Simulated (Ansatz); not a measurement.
`CB[SiH](N)N` and `N[SiH](N)Cl` differ in one atom or group.

Ansatz, PBE0-D4/def2-TZVP geometries, multiplicity 1. Each molecule was computed in one conformer, which needn't be the lowest.

```tsv
property	`CB[SiH](N)N`
LUMO energy (PBE0/def2-TZVPP) / eV	-1.53
size of the dipole moment (ωB97M-V/def2-TZVPP) / D	0.99
size of the dipole moment (PBE/def2-TZVPP) / D	1.02
ideal-gas entropy at 298 K and 1 bar (rigid rotor, harmonic PBE0-D4/def2-TZVP) / J/(mol·K)	384
LUMO energy (B3LYP/def2-TZVPP) / eV	-1.72
zero-point energy (PBE0-D4/def2-TZVP) / kJ/mol	287.6
```

Question: Give the same properties after the change, and the shifts. (Best estimate.)

Answer: Computed: 
| property | `N[SiH](N)Cl` | shift |
| --- | --- | --- |
| LUMO energy (PBE0/def2-TZVPP) / eV | 0.94 | 2.47 |
| size of the dipole moment (ωB97M-V/def2-TZVPP) / D | 2.10 | 1.11 |
| size of the dipole moment (PBE/def2-TZVPP) / D | 2.11 | 1.09 |
| ideal-gas entropy at 298 K and 1 bar (rigid rotor, harmonic PBE0-D4/def2-TZVP) / J/(mol·K) | 325 | -59 |
| LUMO energy (B3LYP/def2-TZVPP) / eV | 0.59 | 2.31 |
| zero-point energy (PBE0-D4/def2-TZVP) / kJ/mol | 166.5 | -121.1 |

With PBE0 the HOMO falls by 1.14 eV and the LUMO rises by 2.47 eV, so the gap widens by about 3.61 eV. PBE moves the HOMO by -0.95 eV and ωB97M-V by -1.29 eV. The zero-point energy changes by -121.1 kJ/mol with -15 modes. Dipoles are sizes alone; their direction can turn. Modes under 60 cm⁻¹, often nearly free rotors, make the harmonic entropy too high.

B3LYP here is the variant with VWN-RPA as its local correlation; programs differ in this.
